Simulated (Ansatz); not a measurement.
The molecule MnCl, multiplicity 7 (the spin of the measured ground state). No spin–orbit coupling. Mn is treated without relativity.

Constants: fifth-degree fit in 1/R to seven points, most abundant isotopes. In def2 and cc sets the state is the lowest found near the PBE0 minimum, followed along R.

Correlated levels freeze the inner cores; with def2 sets outer-core shells near the valence are correlated too. CBS: X⁻³ extrapolation of the correlation energy, Hartree–Fock from the larger set.

Programs: Ansatz (an electronic-structure program). 

D_e counts from each atom's lowest state at the same level, without counterpoise or zero-point energy.

```tsv
level	r_e (Å)	ω_e (cm⁻¹)	ω_e x_e (cm⁻¹)	D_e (eV)	dipole (D)
B3LYP/def2-TZVPP	2.250	373	1.4	3.43	2.84
PBE0/def2-TZVPP	2.236	383	1.3	3.84	2.85
CAM-B3LYP/def2-TZVPP	2.237	384	1.3	3.49	2.87
wB97X-V/def2-TZVPP	2.235	388	1.3	3.68	2.81
CCSD/def2-QZVPP	2.240	[?]	1.4	3.54	-
CCSD(T)/def2-TZVPP	2.251	382	1.3	3.40	-
CCSD(T)/def2-QZVPP	2.233	387	1.5	3.59	-
CCSD(T)/CBS(def2-TZVPP, def2-QZVPP)	[?]	[?]	1.6	-	-
```

### Question
Fill in the missing entries.

### Answer

- CCSD(T)/CBS(def2-TZVPP, def2-QZVPP), r_e (Å): 2.220
- CCSD(T)/CBS(def2-TZVPP, def2-QZVPP), ω_e (cm⁻¹): 393
- CCSD/def2-QZVPP, ω_e (cm⁻¹): 386
